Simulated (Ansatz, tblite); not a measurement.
Removing and adding an electron: Cd10H28S10. Charge 0, multiplicity 1. Geometry: r2SCAN-D4/def2-SVP. Ansatz, gas phase; energy differences of separate SCF runs; the oxidised species was run as a doublet alone; the reduced species was run as a doublet alone.

Cartesian coordinates in Å:
```
Cd -4.3376 -2.5511 -1.6652
Cd 1.8879 -4.7349 -2.6760
Cd 3.1914 1.4253 -2.1492
Cd -4.1212 1.8561 0.6325
Cd 1.9564 4.3473 -2.0913
Cd -0.4599 0.0022 -0.7005
Cd -0.1614 -2.8128 2.4164
Cd 2.6361 -0.8094 1.8848
Cd 0.2869 2.4108 2.6516
Cd 3.2609 3.3646 2.2303
S -0.0670 -2.3769 -1.8013
S -3.0802 0.0465 -0.9070
S -3.0190 -3.2086 1.0548
S 0.4096 1.8174 -2.2378
S 3.0537 -2.6098 -0.5252
S 3.5616 1.2208 0.5552
S -2.3246 3.9129 -0.1025
S -3.1269 0.6723 2.8915
S 1.2941 3.9073 0.4380
S 0.1814 -0.1007 1.6744
H -5.9391 -2.2889 -1.2435
H -2.8573 -3.0886 -2.3461
H 1.2113 -5.6792 -1.4562
H 2.6083 -3.9802 -3.9912
H 3.4423 3.2540 -2.1889
H 3.6944 -0.0001 -2.9126
H -5.6346 2.5957 0.7521
H 1.2620 5.6468 -2.9049
H 0.2814 -3.3710 0.8221
H -0.5566 -2.8182 4.0489
H 3.3947 -1.8444 2.9845
H -1.2985 2.9495 2.9498
H 4.5980 4.3254 2.5835
H 1.9996 2.4079 3.2928
H -1.4168 -2.7096 -1.9881
H 0.0356 -2.9261 -0.4806
H -3.1958 0.6864 -2.0938
H -2.5511 -4.4327 0.7213
H -3.9376 -3.7123 1.9106
H 0.2159 1.2253 -3.4403
H 4.0413 -1.9809 -1.2070
H 3.9024 -3.3814 0.1930
H 4.8975 1.0077 0.5733
H -1.3659 3.2870 -0.8386
H -3.0626 4.2180 -1.1968
H -3.6898 -0.5353 2.6392
H -1.8760 0.2588 2.4606
H 0.7747 5.1070 0.7832
```

In the def2 sets Cd takes a core potential; there is no spin–orbit coupling. The xTB rows come from tblite. Single mean-field runs in def2-TZVP are fitted with def2-universal-jkfit. HOMO above LUMO, or a gap near zero within one spin, warns that the state may not be the lowest or that an electron is smeared out.

```json
{"level": "PBE-D4/def2-TZVP", "−HOMO (eV)": "6.04", "vertical IE (eV)": "7.55", "−LUMO (eV)": "2.38", "vertical EA (eV)": "1.04", "HOMO–LUMO gap (eV)": "3.66", "IE − EA (eV)": "6.51", "remarks": "HOMO above zero (-1 doublet), gap within one spin near zero (+1 doublet), gap within one spin near zero (-1 doublet)"}
{"level": "PBE0-D4/def2-TZVP", "−HOMO (eV)": "7.10", "vertical IE (eV)": "8.18", "−LUMO (eV)": "1.61", "vertical EA (eV)": "0.74", "HOMO–LUMO gap (eV)": "5.49", "IE − EA (eV)": "7.44", "remarks": "HOMO above zero (-1 doublet)"}
```

Problem. Estimate the rows for GFN1-xTB, GFN2-xTB.

Solution. 
```json
{"level": "GFN1-xTB", "−HOMO (eV)": "9.48", "vertical IE (eV)": "11.08", "−LUMO (eV)": "6.12", "vertical EA (eV)": "4.80", "HOMO–LUMO gap (eV)": "3.36", "IE − EA (eV)": "6.28"}
{"level": "GFN2-xTB", "−HOMO (eV)": "9.94", "vertical IE (eV)": "11.79", "−LUMO (eV)": "7.30", "vertical EA (eV)": "5.42", "HOMO–LUMO gap (eV)": "2.64", "IE − EA (eV)": "6.37"}
```

   A HOMO above zero means that the electron is unbound at that level or that self-interaction error raises the level; the energy of removing that electron tells which. Raw xTB energy differences between charge states are shifted by several eV; the methods need an empirical correction for them. Sets without diffuse functions give affinities that are too small.
